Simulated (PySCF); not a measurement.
**Computed beside measured shifts**

System: Methyl(phenyl)(1-phenylvinyl)phosphine oxide (C15H15OP), SMILES C=C(c1ccccc1)[P@](C)(=O)c1ccccc1.

Atom-mapped SMILES (hydrogens are numbered by the atom that bears them): [CH2:1]=[C:2]([c:3]1[cH:4][cH:5][cH:6][cH:7][cH:8]1)[P@:9]([CH3:10])(=[O:11])[c:12]1[cH:13][cH:14][cH:15][cH:16][cH:17]1

Computed with GIAO PBE0/pcSseg-2, gas phase, PySCF SCF with an in-house response code, fitting set def2-universal-JFIT up to Ne and JKFIT beyond, grid level 2, non-relativistic, on the PBE0-D3(BJ)/def2-SVP geometry.

One optimised conformer. Values are averaged over the atoms that symmetry or fast rotation interchanges, on this one geometry and without vibrational averaging. Shifts are the reference shielding less the shielding here, at the same level (13C, 1H against isolated TMS; 17O against isolated H2O; 31P against isolated H3PO4); nuclei without a reference have shieldings only.

(1) What shifts does this level give for P9, and how do they compare with measurement?

## Answers

(1) 
```json
{"atom": "P9", "nucleus": "31P", "computed / ppm": "1.7", "measured / ppm": "30.7", "computed less measured": "-29.0", "measured against": "85 % H3PO4", "medium of the measurement": "CDCl3"}
```

Computed 19F and 31P shifts carry an offset from the reference molecule (CFCl3 is hard for DFT, lone H3PO4 or PH3 isn't the 85 % acid), so differences between compounds are more accurate than the values.

Measured values: supporting information or article, doi 10.1039/d0sc01049a.
